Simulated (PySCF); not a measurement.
A structure optimised at B3LYP-D3(BJ)/def2-SVP, used in a PySCF frequency run:

```xyz
12

O      2.2703     0.6197    -0.3360
Si     1.1689    -0.5218     0.1814
C     -0.4897     0.2948     0.6116
C     -1.7043    -0.6008     0.6735
C     -2.0689    -0.0711    -0.5094
O     -1.0299     0.8231    -0.6714
H      2.0045     1.1372    -1.1065
H      0.8665    -1.5440    -0.8601
H      1.7664    -1.1471     1.3898
H     -0.4220     1.1083     1.3534
H     -2.0787    -1.3570     1.3572
H     -2.8473    -0.1722    -1.2685
```
Charge 0, spin multiplicity 1.

**Question.** Write its SMILES and formula.

**Answer.** O[SiH2][C@@H]1C=CO1, C3H6O2Si

**Question.** What are its rotational constants (standard atomic weights)?

**Answer.** 7.1919, 1.9143, 1.6740 GHz
